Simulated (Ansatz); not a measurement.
Reaction (ligand exchange at a B–C bond): `FCBCF` + HCl → `FCBCl` + `CF`

Gas-phase electronic energies from Ansatz, PBE0-D4/def2-TZVP geometries. CCSD(T)/CBS is the MP2 limit (def2-TZVPP, def2-QZVPP) plus CCSD(T) − MP2 in def2-TZVPP, frozen cores. This one scheme is used for every species. Functionals use def2-TZVPP. B3LYP here is the variant with VWN-RPA as its local correlation; programs differ in this. Each species was taken in one conformer, which may not be the lowest.

Q: Is it downhill or uphill in electronic energy at CCSD(T)/CBS, and by how much? (An estimate is asked.)

A: Ansatz gave: Downhill: ΔE = -0.94 eV.

Q: What do these levels give: ωB97X-V, ωB97M-V, PBE-QIDH, revPBE, PBE0, B3LYP, r2SCANh, CAM-B3LYP, LC-ωPBE, CCSD/def2-SVP, HF/def2-TZVPP, SCS-MP2/def2-TZVPP? (Best estimate.)

A: Computed: ωB97X-V -0.91, ωB97M-V -0.91, PBE-QIDH -0.97, revPBE -0.94, PBE0 -0.93, B3LYP -0.93, r2SCANh -0.94, CAM-B3LYP -0.90, LC-ωPBE -0.89, CCSD/def2-SVP -1.04, HF/def2-TZVPP -0.98, SCS-MP2/def2-TZVPP -0.99 eV.

Largest T1 diagnostic among the species: 0.012.

Leaving LDA and LC-ωPBE aside and taking each functional with its dispersion term where it has one, the values, not all of them listed here, spread over 0.07 eV, from PBE-QIDH to CAM-B3LYP-D4. LDA lies +0.07 eV from PBE without D4. At CCSD(T), def2-SVP lies −0.12 eV from the extrapolated value and def2-TZVPP −0.01 eV.
